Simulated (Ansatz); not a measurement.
Job for Ansatz (an electronic-structure program): R-SVWN5/def2-TZVPPD on C2H7F (a complex). Files ending in .json are basis or fitting sets from the Basis Set Exchange.

Ansatz 0.2 input:
```yaml
crystal:
  periodic: [false, false, false]
  atoms:
    - {symbol: F, position_ang: [-0.05706465, 0.51311197, -0.03906524]}
    - {symbol: H, position_ang: [-0.42475143, 0.50043473, 0.81296299]}
    - {symbol: C, position_ang: [0.80316508, -0.29005744, 3.42419510]}
    - {symbol: C, position_ang: [-0.59961124, 0.21313293, 3.09576374]}
    - {symbol: H, position_ang: [1.42226578, -0.35342240, 2.52784708]}
    - {symbol: H, position_ang: [0.76831973, -1.28334221, 3.87427505]}
    - {symbol: H, position_ang: [1.30455867, 0.37670174, 4.12736326]}
    - {symbol: H, position_ang: [-0.57134357, 1.21810347, 2.66177035]}
    - {symbol: H, position_ang: [-1.22687470, 0.28066300, 3.98597742]}
    - {symbol: H, position_ang: [-1.11484210, -0.46376084, 2.40622697]}
basis:
  gaussian:
    orbitals: def2-TZVPPD.json
hamiltonian:
  xc: {name: SVWN5}
scf: {lower_state_search: off}
```

The log:

```
WARN ansatz: RAYON_NUM_THREADS=1 ignored (pool sized by the plan → 1); use --threads N
Functional definition: SVWN5
these checks for a lower state are left out or cut short: stability, starts, cluster_reference, orbital_swaps, neighbouring_geometries, increment
integrals: 0.10 GiB planned
958 factors; their error is unknown
mean field: 0.99 GiB planned
mean field evaluation 1: about -4855.4903 eV, gradient 7.9e1 eV
mean field evaluation 2: about -4830.4398 eV, gradient 1.3e2 eV
mean field evaluation 4: about -4868.6624 eV, gradient 8.4e0 eV
mean field evaluation 8: about -4868.7710 eV, gradient 2.0e-1 eV
mean field evaluation 16: about -4868.7406 eV, gradient 1.8e-4 eV
mean field -4868.74055008 eV, -178.9229150647 hartree, gradient 1.4e-6 eV, S^2 0.000000; 0 other end points of the search recorded, 0 dependent functions left out
reference -4868.74060063 eV, -178.9229169221 hartree; 14, 14 occupied and 219, 219 virtual orbitals, 958 factors
Total energy: -4868.74060063 eV, -178.9229169221 hartree
Checks for a lower state left out: stability, starts, cluster_reference, orbital_swaps, neighbouring_geometries, increment
```

Self-consistency was reached.

Cost: very roughly 1.6 core-seconds.
